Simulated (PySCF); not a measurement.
## Working out the ionisation energy of Ag

Ag [Kr] 4d10 5s1 (2S) → Ag⁺ [Kr] 4d10 (1S). Calculation: PySCF 2.14, in cc-pVDZ-PP with ECP28MDF; a scalar-relativistic core potential. Frozen: 4s2 4p6. Energies in hartree (1 hartree = 27.21139 eV):

| part | Ag (lower) | Ag⁺ (upper) |
| --- | --- | --- |
| UHF | -146.054086 | -145.820491 |
| CCSD correlation | -0.276687 | -0.252250 |
| (T) | -0.005009 | -0.003116 |

Problem. What does Hartree-Fock give?

Solution. (-145.820491) − (-146.054086) = 0.233595 hartree = 6.356 eV.

Problem. What do CCSD and CCSD(T) give?

Solution. The CCSD correlation energies differ by 0.024437 hartree = 0.665 eV and the triples by 0.001893 hartree = 0.052 eV, so CCSD gives 7.021 eV and CCSD(T) 7.073 eV.

Measured between the centres of the two terms (NIST): 7.576 eV, so CCSD(T) (valence) is off by -0.503 eV.

A double-zeta basis recovers only part of the correlation energy.

What remains against the reference includes basis incompleteness, the frozen core and higher excitations.
